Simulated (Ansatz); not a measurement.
Consider the formal hydrolysis of a C–C bond: `CCO[SiH2]C` + H₂O → `C[SiH2]OCO` + CH₄.

Computed with Ansatz on PBE0-D4/def2-TZVP structures; ΔE is electronic, products minus reactants. CCSD(T)/CBS adds triple-zeta CCSD(T) − MP2 to the extrapolated MP2 energy (def2 sets, frozen cores). This one scheme is used for every species. Functionals use def2-TZVPP. Each species was taken in one conformer, which may not be the lowest.

`CCO[SiH2]C`:

Cartesian coordinates in Å:
```
C -1.026 -1.357 -1.646
C -1.118 0.068 -1.150
O -0.617 0.201 0.165
Si 0.955 0.531 0.519
C 1.064 0.817 2.349
H -1.565 -2.029 -0.975
H -1.464 -1.441 -2.644
H 0.013 -1.689 -1.701
H -2.163 0.394 -1.128
H -0.585 0.745 -1.833
H 1.847 -0.596 0.113
H 1.390 1.733 -0.253
H 0.434 1.656 2.649
H 0.739 -0.070 2.897
H 2.095 1.039 2.639
```

H₂O:

Cartesian coordinates in Å:
```
O 0.056 -0.245 0.297
H -0.755 0.210 0.060
H 0.699 0.035 -0.357
```

`C[SiH2]OCO`:

```xyz
13

C    -0.421    1.156   -1.934
Si    0.428    0.605   -0.378
O    -0.548   -0.539    0.322
C    -0.079   -1.453    1.269
O     0.462   -0.833    2.395
H     0.163    1.935   -2.431
H    -1.409    1.564   -1.711
H    -0.544    0.322   -2.630
H     0.629    1.765    0.533
H     1.757   -0.008   -0.663
H    -0.928   -2.095    1.529
H     0.731   -2.063    0.854
H    -0.241   -0.356    2.845
```

CH₄:

```xyz
5

C     0.000    0.000    0.000
H    -0.429   -0.665   -0.749
H     0.618   -0.578    0.687
H    -0.801    0.488    0.554
H     0.613    0.754   -0.493
```

```tsv
level	ΔE (kJ/mol)
PBE-D4	4.7
r2SCAN-D4	2.6
PBE0-D4	7.5
B2PLYP	4.3
HF/def2-TZVPP	-0.3
CCSD/def2-TZVPP	9.0
MP2/def2-QZVPP	16.3
HF/CBS(def2)	1.2
```

(1) What does CCSD(T)/CBS give? (Best estimate.)

Largest T1 diagnostic among the species: 0.011.

## Answers

(1) Computed: +14.3 kJ/mol. The listed levels differ from it by -9.6, -11.7, -6.8, -10.0, -14.6, -5.3, 2.0, -13.1 kJ/mol.

In def2-TZVPP, CCSD(T) changes the Hartree–Fock value by +9.0 kJ/mol (the triples alone add −0.2 kJ/mol) and MP2 by +13.0 kJ/mol. The D4 term adds +3.7 kJ/mol with B3LYP and +2.2 kJ/mol with PBE0; it sums over pairs of atoms, weighted by their polarisabilities, and B3LYP, whose exchange is more repulsive, gets the larger term.

B3LYP here is the variant with VWN-RPA as its local correlation; programs differ in this.
